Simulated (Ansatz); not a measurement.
Species: C₂H₇Si (charge 0, doublet). It need not be the lowest isomer of its formula. SMILES: [CH2]C[SiH3]
Coordinates optimised at B3LYP-D3(BJ)/def2-TZVP (Ansatz, a quantum-chemistry and plane-wave program):
```
C
H 1 1.0940
H 1 1.0940 2 107.69
C 1 1.4754 2 112.03 3 123.64
H 4 1.0808 1 120.72 2 -155.69
H 4 1.0808 5 117.79 1 170.08
Si 1 1.9041 2 107.11 3 -114.92
H 7 1.4816 1 109.67 2 -62.55
H 7 1.4816 8 108.94 1 120.04
H 7 1.4863 8 108.84 9 118.55
```
Charge 0, spin multiplicity 2.

Atomisation energy built up term by term with Ansatz (kcal/mol; UHF references for open shells; valence terms freeze the core; atomic spin-orbit terms are left out). Basis-set limits of correlation are two-point, X^-3; Hartree-Fock from the larger set.

```csv
term,basis,kcal/mol
Hartree-Fock,aug-cc-pV(Q+d)Z,629.75
CCSD correlation,"CBS(aug-cc-pV(T+d)Z,aug-cc-pV(Q+d)Z)",175.80
(T),"CBS(aug-cc-pV(T+d)Z,aug-cc-pV(Q+d)Z)",7.92
core correlation,cc-pwCVTZ,2.05
scalar relativity (X2C),cc-pVTZ-DK against cc-pVTZ,-1.02
sum: De,,814.5
```

(T) makes 1.0 % of the CCSD(T) atomisation energy; under 5 % is typical of single-reference molecules.
